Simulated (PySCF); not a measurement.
## Rb: excitation energy

Rb [Kr] 5s1 (2S) → Rb [Kr] 4d1 (2D), as a difference of total energies. Calculation: PySCF 2.14, in x2c-TZVPPall; scalar relativity by spin-free X2C-1e. Correlated levels: valence and next inner shell: [Ar] 3d10 frozen. The calculations carry no spin-orbit coupling.

```
                                method  excitation energy (cm⁻¹)
                                   UHF                     17615
    MP2 (valence and next inner shell)                     19269
SCS-MP2 (valence and next inner shell)                     18960
   CCSD (valence and next inner shell)                     19080
CCSD(T) (valence and next inner shell)                     19216
```

Errors of the correlated levels include the incompleteness of this basis and the frozen core.

For comparison: 19355 cm⁻¹ (measured; NIST levels, between the centres of gravity of the two terms).
